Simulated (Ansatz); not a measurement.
Geometry optimisation, UKS PBE-D4/STO-3G (Ansatz 0.2.0).

Input:

```yaml
crystal:
  periodic: [false, false, false]
  atoms:
    - { symbol: C, position_ang: [0.2016, -2.58, -0.7037] }
    - { symbol: Si, position_ang: [0.6847, -0.9133, -0.0719] }
    - { symbol: C, position_ang: [1.139, 0.3454, -1.4341] }
    - { symbol: C, position_ang: [0.2658, 1.2928, -1.3343] }
    - { symbol: Si, position_ang: [-0.9028, 0.6128, 0.0584] }
    - { symbol: Si, position_ang: [-0.7769, 1.818, 1.9913] }
    - { symbol: H, position_ang: [-0.5068, -2.4362, -1.5588] }
    - { symbol: H, position_ang: [1.046, -3.1106, -1.0651] }
    - { symbol: H, position_ang: [-0.3555, -3.1049, 0.0956] }
    - { symbol: H, position_ang: [1.6946, -0.9676, 1.0478] }
    - { symbol: H, position_ang: [2.0226, 0.2946, -2.0686] }
    - { symbol: H, position_ang: [0.0669, 2.2043, -1.8934] }
    - { symbol: H, position_ang: [-2.3097, 0.2566, -0.4255] }
    - { symbol: H, position_ang: [-1.5972, 3.0687, 1.9217] }
    - { symbol: H, position_ang: [0.6211, 2.1548, 2.3403] }
    - { symbol: H, position_ang: [-1.3163, 1.042, 3.1445] }
magnetization:
  spin_polarized: true
basis:
  gaussian: { orbitals: STO-3G }
hamiltonian:
  xc: pbe
  dispersion: d4
relax:
  f_tol: 0.02
  max_steps: 40
output:
  orbitals: {}
```

Run as:

```bash
$ ansatz run input.yaml --threads 1 --pin off --max-ram 2048MiB --backend cpu --events-out ev --progress --plain --runs-dir out
```

**Question.** Where does it end, and by what steps?

**Answer.** The forces met the threshold. The force dipped under the threshold on the way, but the program's further checks kept it going. Limits of this set-up: minimal basis. After 7 steps the energy has fallen by 0.637 eV; H15 moved furthest, 0.27 Å.

```tsv
step	energy less start (eV)	largest force component (eV/Å)	accepted
0	0.0000	4.660	yes
1	-0.5170	1.249	yes
2	-0.5898	0.964	yes
3	-0.6307	0.156	yes
4	-0.6227	0.282	no
5	-0.6357	0.028	yes
6	-0.6366	0.014	yes
7	-0.6369	0.016	yes
```

```xyz
16
Properties=species:S:1:pos:R:3
C 0.201 -2.663 -0.770
Si 0.715 -0.968 -0.125
C 1.160 0.310 -1.433
C 0.240 1.293 -1.241
Si -0.818 0.663 0.189
Si -0.868 1.941 2.048
H -0.551 -2.580 -1.572
H 1.069 -3.211 -1.177
H -0.234 -3.280 0.036
H 1.750 -1.155 0.892
H 1.953 0.334 -2.205
H 0.191 2.230 -1.829
H -2.185 0.354 -0.231
H -1.654 3.151 1.847
H 0.471 2.343 2.452
H -1.463 1.215 3.162
```

The run took 38 s on 1 thread of Intel(R) Xeon(R) Platinum 8488C (Sapphire Rapids), on a shared host, peak memory 0.19 GiB.
